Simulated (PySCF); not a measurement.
GaI2, charge +1, singlet, geometry from GFN2-xTB (such geometries of metal compounds can be far from the true shape) (all electrons, no relativity); PySCF with HF/STO-3G.

Here is a job for PySCF.
```python
from pyscf import gto, scf

mol = gto.M(
    atom='''
Ga    0.00000000    0.00000000    0.00000000
I     0.00000000    0.00000000    2.50445284
I    -0.00000000   -0.00000000   -2.50445284
''',
    basis='sto-3g',
    charge=1,
    verbose=4,
)

mf = scf.RHF(mol)
mf.diis_space = 20
mf.kernel()
mf.analyze()
```

Q: Predict the main parts of the log of this PySCF run.

A: 
```
PySCF version 2.14.0

[INPUT] verbose = 4
[INPUT] num. atoms = 3
[INPUT] num. electrons = 136
[INPUT] charge = 1
[INPUT] spin (= nelec alpha-beta = 2S) = 0
[INPUT] symmetry False subgroup None
[INPUT] Mole.unit = angstrom
[INPUT] Symbol           X                Y                Z      unit          X                Y                Z       unit  Magmom
[INPUT]  1 Ga     0.000000000000   0.000000000000   0.000000000000 AA    0.000000000000   0.000000000000   0.000000000000 Bohr   0.0
[INPUT]  2 I      0.000000000000   0.000000000000   2.504452840000 AA    0.000000000000   0.000000000000   4.732729959489 Bohr   0.0
[INPUT]  3 I      0.000000000000   0.000000000000  -2.504452840000 AA    0.000000000000   0.000000000000  -4.732729959489 Bohr   0.0

nuclear repulsion = 991.077040133149
number of shells = 30
number of NR pGTOs = 216
number of NR cGTOs = 72
basis = sto-3g
ecp = {}

******** <class 'pyscf.scf.hf.RHF'> ********
method = RHF
initial guess = minao
damping factor = 0
level_shift factor = 0
DIIS = <class 'pyscf.scf.diis.CDIIS'>
diis_start_cycle = 1
diis_space = 20
diis_damp = 0
SCF conv_tol = 1e-09
SCF conv_tol_grad = None
SCF max_cycles = 50
direct_scf = True
direct_scf_tol = 1e-13
Set gradient conv threshold to 3.16228e-05
Initial guess from minao.
init E= -15555.4580841322
  HOMO = -0.869712983277963  LUMO = -0.639242324177639  gap/eV = 6.27143
cycle= 1 E= -15602.1004219917  delta_E= -46.6  |g|= 0.351  |ddm|= 2.46
  HOMO = -0.479897506069983  LUMO = -0.122996926438906  gap/eV = 9.71176
cycle= 2 E= -15602.1608761136  delta_E= -0.0605  |g|= 0.0977  |ddm|= 0.87
  HOMO = -0.489837177354778  LUMO = -0.0844443920231372  gap/eV = 11.03130
cycle= 3 E= -15602.1734249641  delta_E= -0.0125  |g|= 0.0631  |ddm|= 0.454
  HOMO = -0.491418931867843  LUMO = -0.103666475070978  gap/eV = 10.55128
cycle= 4 E= -15602.1757194269  delta_E= -0.00229  |g|= 0.0274  |ddm|= 0.134
  HOMO = -0.493389200283297  LUMO = -0.108567755813314  gap/eV = 10.47152
cycle= 5 E= -15602.1765677445  delta_E= -0.000848  |g|= 0.0026  |ddm|= 0.163
  HOMO = -0.493301942589575  LUMO = -0.108115974478909  gap/eV = 10.48144
cycle= 6 E= -15602.1765738151  delta_E= -6.07e-06  |g|= 0.00122  |ddm|= 0.0169
  HOMO = -0.493307017109546  LUMO = -0.108274439787861  gap/eV = 10.47727
cycle= 7 E= -15602.1765757842  delta_E= -1.97e-06  |g|= 0.000181  |ddm|= 0.00747
  HOMO = -0.49329557043259  LUMO = -0.108248457827718  gap/eV = 10.47767
cycle= 8 E= -15602.1765758265  delta_E= -4.24e-08  |g|= 1.57e-05  |ddm|= 0.000999
  HOMO = -0.493293219878298  LUMO = -0.108247837474666  gap/eV = 10.47762
cycle= 9 E= -15602.1765758268  delta_E= -2.51e-10  |g|= 4.95e-06  |ddm|= 6.18e-05
  HOMO = -0.49329305766743  LUMO = -0.108248466215309  gap/eV = 10.47760
Extra cycle  E= -15602.1765758268  delta_E= 4e-11  |g|= 3.17e-06  |ddm|= 2.03e-05
converged SCF energy = -15602.1765758268
**** SCF Summaries ****
Total Energy =                      -15602.176575826753833
Nuclear Repulsion Energy =             991.077040133149467
One-electron Energy =               -23495.197976094637852
Two-electron Energy =                 6901.944360134734779
Two-electron Coulomb Energy =         7324.778631314628910
DFT Exchange-Correlation Energy =     -422.834271179894131
HOMO-LUMO gap [eV] =                    10.477597012916878
**** MO energy ****
MO #1   energy= -1164.68331319873  occ= 2
MO #2   energy= -1164.68331319793  occ= 2
MO #3   energy= -374.990789086602  occ= 2
MO #4   energy= -177.422209320732  occ= 2
MO #5   energy= -177.422079925597  occ= 2
MO #6   energy= -168.704560786472  occ= 2
MO #7   energy= -168.704545954476  occ= 2
MO #8   energy= -168.703856088017  occ= 2
MO #9   energy= -168.703856088017  occ= 2
MO #10  energy= -168.703853371341  occ= 2
MO #11  energy= -168.70385337134   occ= 2
MO #12  energy= -47.0582291441119  occ= 2
MO #13  energy= -42.2779476390716  occ= 2
MO #14  energy= -42.2757414615994  occ= 2
MO #15  energy= -42.2757414615994  occ= 2
MO #16  energy= -35.8669016271974  occ= 2
MO #17  energy= -35.8664398627416  occ= 2
MO #18  energy= -32.8039808539714  occ= 2
MO #19  energy= -32.8037740515746  occ= 2
MO #20  energy= -32.8002013802407  occ= 2
MO #21  energy= -32.8002013802407  occ= 2
MO #22  energy= -32.8001626477916  occ= 2
MO #23  energy= -32.8001626477915  occ= 2
MO #24  energy= -23.620507760437   occ= 2
MO #25  energy= -23.6204795459655  occ= 2
MO #26  energy= -23.6195437232742  occ= 2
MO #27  energy= -23.6195437232742  occ= 2
MO #28  energy= -23.6195406184535  occ= 2
MO #29  energy= -23.6195406184535  occ= 2
MO #30  energy= -23.6164836961878  occ= 2
MO #31  energy= -23.6164836961877  occ= 2
MO #32  energy= -23.6164836960774  occ= 2
MO #33  energy= -23.6164836960773  occ= 2
MO #34  energy= -6.80498795111352  occ= 2
MO #35  energy= -6.80495000703544  occ= 2
MO #36  energy= -6.13895877996557  occ= 2
MO #37  energy= -5.41467564252478  occ= 2
MO #38  energy= -5.41467354068225  occ= 2
MO #39  energy= -5.39994155614768  occ= 2
MO #40  energy= -5.39994155614764  occ= 2
MO #41  energy= -5.39994067789919  occ= 2
MO #42  energy= -5.39994067789914  occ= 2
MO #43  energy= -4.28563724286824  occ= 2
MO #44  energy= -4.27967534675268  occ= 2
MO #45  energy= -4.27967534675262  occ= 2
MO #46  energy= -2.2216537239249   occ= 2
MO #47  energy= -2.21974637635881  occ= 2
MO #48  energy= -2.21555107619549  occ= 2
MO #49  energy= -2.21555107619546  occ= 2
MO #50  energy= -2.21525086882985  occ= 2
MO #51  energy= -2.2152508688298   occ= 2
MO #52  energy= -2.20277847026746  occ= 2
MO #53  energy= -2.20277847026735  occ= 2
MO #54  energy= -2.20277745870878  occ= 2
MO #55  energy= -2.20277745870872  occ= 2
MO #56  energy= -0.940173887019703 occ= 2
MO #57  energy= -0.909852393387924 occ= 2
MO #58  energy= -0.700837289552252 occ= 2
MO #59  energy= -0.700837289552216 occ= 2
MO #60  energy= -0.687438430723211 occ= 2
MO #61  energy= -0.687438430723181 occ= 2
MO #62  energy= -0.662651862593053 occ= 2
MO #63  energy= -0.576562240047994 occ= 2
MO #64  energy= -0.569068448881129 occ= 2
MO #65  energy= -0.527672419775325 occ= 2
MO #66  energy= -0.527672419775301 occ= 2
MO #67  energy= -0.493293057667436 occ= 2
MO #68  energy= -0.49329305766743  occ= 2
MO #69  energy= -0.108248466215309 occ= 0
MO #70  energy= -0.108248466215287 occ= 0
MO #71  energy= -0.0898134668519723 occ= 0
MO #72  energy= 0.192948933872023  occ= 0
 ** Mulliken pop on meta-lowdin orthogonal AOs  **
 ** Mulliken pop  **
 ** Mulliken atomic charges  **
charge of    0Ga =      0.47340
charge of    1I =      0.26330
charge of    2I =      0.26330

WARN: System has nonzero charge 1; the dipole moment is origin-dependent.
Location of origin: [0. 0. 0.]

Dipole moment(X, Y, Z, Debye): -0.00000,  0.00000,  0.00000
```
